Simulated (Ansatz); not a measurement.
Cost and result for the atomization energy of C₂H₈AlNO (13 atoms, 12 bonds).

```
atom   x (Å)   y (Å)   z (Å)
  C1   1.422   0.937  -0.245
  C2   0.038   0.430  -0.269
  N3  -0.731   0.824  -1.229
  O4   0.157  -2.273   1.121
 Al5  -0.865  -0.873   1.086
  H6   2.097   0.075  -0.226
  H7   1.688   1.602  -1.075
  H8   1.585   1.450   0.707
  H9  -1.680   0.460  -1.254
 H10  -0.443   1.471  -1.957
 H11  -0.092  -3.067   0.652
 H12  -2.258  -1.010   0.242
 H13  -0.918  -0.025   2.447
```

Charge 0, multiplicity 1. The bonds changed during the relaxation, so this is another structure than the one it started from. The structure was optimised at the PBE0-D4/def2-TZVP level. It is one conformer, not always the lowest. Program: Ansatz. All runs use 4 threads of an AMD EPYC 9R14 on a shared host. Times are those of one run each, without the atoms' runs, and a repeat can differ threefold. Electronic energies, without spin–orbit coupling; frozen cores. CCSD(T)/CBS adds CCSD(T) − MP2 in def2-TZVPP to the MP2 limit, and its time is that of the two runs behind it. T1 = 0.014. B3LYP takes the VWN-RPA correlation (the form of Gaussian; ORCA's B3LYP/G).

CCSD(T)/CBS is a level of theory with its own doubt, some kJ/mol a heavy atom from the limit and from the frozen cores, so smaller differences don't rank the functionals.

```
                             level  functions  wall time  atomization (kJ/mol)  difference from CCSD(T)/CBS  per bond
            LDA (SPW92)/def2-TZVPP        278      1.1 s                5300.8                        644.6      53.7
              revPBE-D4/def2-TZVPP        278      1.6 s                4612.0                        -44.2      -3.7
   PBE-D4/def2-TZVPP (with forces)        278      1.9 s                4723.7                         67.5       5.6
               BHLYP-D4/def2-TZVPP        278      2.2 s                4522.2                       -134.0     -11.2
r2SCAN-D4/def2-TZVPP (with forces)        278      3.1 s                4651.2                         -5.0      -0.4
 B3LYP-D4/def2-TZVPP (with forces)        278      3.4 s                4659.9                          3.7       0.3
                  CCSD(T)/def2-SVP        114      4.3 s                4390.2                       -266.0     -22.2
                 B2PLYP/def2-TZVPP        278      4.5 s                4602.3                        -53.9      -4.5
                ωB97X-V/def2-TZVPP        278        5 s                4662.6                          6.4       0.5
                 B97M-V/def2-TZVPP        278      5.5 s                4677.6                         21.4       1.8
                    MP2/def2-QZVPP        538       17 s                4652.1                         -4.1      -0.3
                CCSD(T)/def2-TZVPP        278    2.1 min                4528.0                       -128.2     -10.7
                 CCSD(T)/CBS(def2)          –    2.4 min                4656.2                          0.0       0.0
```

At CCSD(T), def2-SVP lies −266.0 kJ/mol from the extrapolated value and def2-TZVPP −128.2 kJ/mol: correlation converges slowly with the basis, and small sets miss more of it in the bonded molecule than in its fragments. From BLYP to BHLYP (50 % exact exchange), in def2-TZVPP and without D4, the atomization energy moves by −111.6 kJ/mol: exact exchange takes away binding that semilocal exchange gives to molecules. Leaving LDA and LC-ωPBE aside and taking each functional with its dispersion term where it has one, the values spread over 201.6 kJ/mol, from BHLYP-D4 to PBE-D4. LDA lies +600.4 kJ/mol from PBE without D4, its usual overbinding.
